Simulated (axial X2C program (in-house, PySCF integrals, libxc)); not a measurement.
# Nuclear properties of GaSe⁺

Computed with an axial X2C code built on PySCF integrals: two-component X2C with atomic mean-field Coulomb and Gaunt terms, Gaussian nuclei, basis Se dyall-cv3z, Ga dyall-cv3z with contracted cores.

R = 2.456 Å (near the PBE0 minimum at charge 1 of the determinant lowest at the starting distance; the state shown can have its own minimum elsewhere).

Input and command:
```json
{"zs": [34, 31], "q": 1, "bas": ["dyall-cv3z", "dyall-cv3z"], "r0": 2.24, "levels": ["PBE0", "HF", "TPSSh", "LDA", "BHandHLYP"], "nst": 3}
```
```bash
python soeom.py task.json out
```

Keys: zs atomic numbers; q charge; bas basis sets; r0 starting distance in Å; levels methods; nst determinants followed.

Determinant lowest in the PBE0 search, Ω = 2 (⟨Sz⟩ = 0.99, ⟨Lz⟩ = 1.01 at PBE0), spin on the atoms Se 0.79, Ga 0.21:

```
    level  Eeff magnitude (GV/cm)  Ws magnitude Se (kHz)  Ws magnitude Ga (kHz)  A∥/gI Se (MHz)  qzz Se (a.u.)  A∥/gI Ga (MHz)  qzz Ga (a.u.)
     PBE0                    2.56                 0.0784                  0.619             390           3.63             420          -1.31
       HF                    3.69                 0.0639                  0.848             345           3.86             278          -1.59
    TPSSh                    2.57                 0.0726                  0.616             401           3.53             457          -1.31
      LDA                    2.21                 0.0675                  0.532             444           3.46             478          -1.17
BHandHLYP                    2.71                 0.0903                   0.66             404           3.79             367          -1.32
```

Eeff is the effective electric field on the electron electric dipole moment in this Ω state and Ws the scalar–pseudoscalar constant of the nucleus named (defined with the proton number Z and per Ω); A∥ (defined per Ω) follows by multiplying with gI = μI/(I μN); qzz is the electric field gradient, eQq0 = 234.96 MHz × Q/barn × qzz. The operators were transformed with the bare-nucleus X2C matrices; with these basis sets, hyperfine constants and field gradients can be off by tens of per cent, and where levels differ in sign neither size nor sign is settled.

Question: With gI(77Se) = 1.0701, gI(69Ga) = 1.3444, Q(69Ga) = 0.171 barn (g factors from the IAEA table of nuclear moments by Stone; Q from Pyykkö, Mol. Phys. 2018), turn the PBE0 values of the first state into constants in MHz.

Answer: A∥(77Se) = 390 × 1.0701 = 417 MHz; A∥(69Ga) = 420 × 1.3444 = 565 MHz; eQq0(69Ga) = 234.96 × (0.171) × (-1.31) = -52.6 MHz.

Each state is one determinant with collinear spin, which with several unpaired electrons need not be a pure state. Unrestricted Hartree–Fock can overshoot spin polarisation at the nuclei. With several open shells hyperfine constants can be off by a factor of several. Open-shell Ω = 0 determinants with evenly filled partner blocks cannot be reached by this program, so the Ω shown need not be the lowest component. States lie within half an eV, so the first need not be the ground state. Further determinants of the search, some of them spin-mixed, are not shown.
